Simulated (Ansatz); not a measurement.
Stepwise reaction of `N[SiH](O)[SiH2]O` with hydrogen fluoride, as a gas-phase model of exchange steps in deposition or etching. ΔE in kJ/mol.

Program: Ansatz. Geometries: PBE0-D4/def2-TZVP. ΔE: electronic, gas phase. CCSD(T)/CBS is the MP2 limit (def2-TZVPP, def2-QZVPP) plus CCSD(T) − MP2 in def2-TZVPP, frozen cores. This one scheme is used for every species. Functionals use def2-TZVPP. B3LYP here is the variant with VWN-RPA as its local correlation; programs differ in this. One conformer a species, not always the lowest.

```tsv
step	reaction	PBE-D4	B3LYP-D4	ωB97M-V	CCSD(T)/CBS
2	`N[SiH](F)[SiH2]O` + H–F → `N[SiH](F)[SiH2]F` + H₂O	-39.3	-43.7	-43.1	-42.3
```

**Question.** Give the row of step 1, `N[SiH](O)[SiH2]O` + H–F → `N[SiH](F)[SiH2]O` + H₂O. (An estimate is asked.)

**Answer.** Ansatz gave: 
```csv
step,reaction,PBE-D4,B3LYP-D4,ωB97M-V,CCSD(T)/CBS
1,`N[SiH](O)[SiH2]O` + H–F → `N[SiH](F)[SiH2]O` + H₂O,-41.8,-44.1,-43.0,-42.2
```

**Question.** By hand: ΔE of the 2 steps together at CCSD(T)/CBS.

**Answer.** (-42.2) + (-42.3) = -84.5 kJ/mol, or -42.2 kJ/mol a step.

In ΔE the steps differ by no more than 0.1 kJ/mol. All are downhill at CCSD(T)/CBS. PBE-D4 differs from CCSD(T)/CBS by 0.4 to 3.0 kJ/mol a step. Only this route is followed, and other bonds may react first. Isolated molecules leave out the surface, adducts and barriers. Largest T1 diagnostic: 0.012.
